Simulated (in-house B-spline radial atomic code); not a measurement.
Configurations of the indium ion In⁺, with energies counted from [Kr] 4d10 5s2. All numbers are computed (scalar-relativistic (X2C) B3LYP, spin-polarised, spherical fractional occupations, exact exchange averaged over the configuration; Fermi nucleus of rms radius 4.6156 fm) with a radial B-spline atomic code at the basis-set limit, not measured. Shells without spins written out take the highest spin.

Occupations are held fixed; configurations that lie above the ionisation limit could autoionise.

```tsv
configuration	E - E(ref) (eV)	highest orbital	its <r> (bohr)
[Kr] 4d10 5s1 5f1	16.548	5f up	14.16
[Kr] 4d10 5s1 6f1	17.228	6f up	21.22
[Ar] 3d10 4s2 4p5 4d10 4f1 5s2	91.76	4f up	8.192
[Ar] 3d9 4s2 4p6 4d10 5s2 6s1	453.17	6s up	5.619
[Ar] 3d9 4s2 4p6 4d10 4f1 5s2	457.18	4f up	8.226
[Ar] 3d9 4s2 4p6 4d10 5s2 6f1	458.99	6f up	20.85
```

Order these further configurations by energy, lowest first.
A. [Kr] 4d9 5s2 6s1
B. [Ar] 3d9 4s2 4p6 4d10 5s2 6d1
C. [Kr] 4d10 5s1 6p1
D. [Ar] 3d10 4s2 4p5 4d10 5s2 6d1
E. [Kr] 4d9 5s2 5p1

C (13.294 eV), E (19.146 eV), A (25.685 eV), D (91.575 eV), B (456.97 eV).

How far above the reference does [Ar] 3d9 4s2 4p6 4d10 5s2 5f1 lie?

458.3 eV; its least bound orbital is 5f up with <r> = 13.9 bohr.
